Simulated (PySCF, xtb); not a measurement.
CF, SMILES F[C] (connectivity only; charge and spin as stated), charge +1, multiplicity 1.

GFN2-xTB (xtb) at its own geometry gives an orbital gap of 3.53 eV.

The structure is a stationary point at PBE0-D3(BJ)/def2-TZVPD.

**Question.** What does r2SCAN/def2-TZVPD run with PySCF give? (The exact figures need the calculation; the answer reports its results.)

**Answer.** gap 6.99 eV (levels -20.59 and -13.60 eV).
